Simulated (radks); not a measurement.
The numbers below are computed, except where a source is named.
Question: These are the eigenvalues of the occupied orbitals of an atom or ion with whole-number occupations (hartree). Code: a radial shooting solver on a logarithmic mesh with Libxc functionals. Model: Dirac Kohn-Sham, PBE, spin-unpolarised, spherical densities, finite nucleus; Fermi nuclear charge, rms radius of each element as measured or else 0.836 A^(1/3) + 0.57 fm.

| orbital | eigenvalue |
|---|---|
| 1s1/2 | -1262.126 |
| 2s1/2 | -196.3573 |
| 2p1/2 | -184.4833 |
| 2p3/2 | -172.5534 |
| 3s1/2 | -40.16379 |
| 3p1/2 | -35.22759 |
| 3p3/2 | -32.96171 |
| 3d3/2 | -24.27542 |
| 3d5/2 | -23.79656 |
| 4s1/2 | -7.24795 |
| 4p1/2 | -5.50050 |
| 4p3/2 | -5.04877 |
| 4d3/2 | -2.22299 |
| 4d5/2 | -2.15006 |
| 5s1/2 | -0.72446 |
| 5p1/2 | -0.33390 |
| 5p3/2 | -0.28866 |

Which element is it, and in what charge state? The configuration may be excited. Open shells, if any, fill j = l - 1/2 first.

Answer: Z = 54, xenon, charge 0: Xe in [Xe]. The list shows which subshells hold electrons but not how many an open one holds; the 1s level, -1262.1 hartree, gives Z - s = 50.2 by -(Z - s)^2/2, which with screening and relativity narrows Z to a few neighbours, and the depths of the outer levels then fix element, charge and occupations together.
